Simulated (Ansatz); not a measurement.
System: CH₃Be (charge 0, doublet). It need not be the lowest isomer of its formula. SMILES: [Be][CH3]
Structure (B3LYP-D3(BJ)/def2-TZVP (Ansatz, an electronic-structure program) minimum search):
```xyz
5

Be    -0.9099    -0.5264    -0.6938
C      0.3079     0.1781     0.2348
H      0.8673    -0.5750     0.8002
H     -0.1013     0.8929     0.9569
H      1.0265     0.7190    -0.3903
```
Charge 0, spin multiplicity 2.

Property: vertical electron affinity (to the singlet state of charge -1; a negative value means that the extra electron is unbound and the number depends on the basis; each state is the SCF solution reached for its spin; the molecule has degenerate orbitals, so one determinant may break the symmetry; for the singlet the Hartree-Fock reference is unstable and T1 is 0.017), in eV. Correlated levels leave the core frozen unless marked. UHF or UKS for open shells. No spin-orbit coupling. Non-relativistic. Anions need diffuse functions: def2-D sets add few. CBS(X,Y): correlation extrapolated as X^-3; Hartree-Fock from the larger set.

| level | program | vertical electron affinity (eV) |
|---|---|---|
| HF/def2-SVPD | Ansatz | -0.72 |
| r2SCAN/def2-TZVPD | Ansatz | 0.26 |
| BHLYP/def2-TZVPD | Ansatz | 0.29 |
| MP2/def2-SVPD | Ansatz | -0.08 |
| MP2/CBS(def2-TZVPPD,def2-QZVPPD) | Ansatz | 0.25 |
| SCS-MP2/def2-QZVPPD | Ansatz | 0.29 |
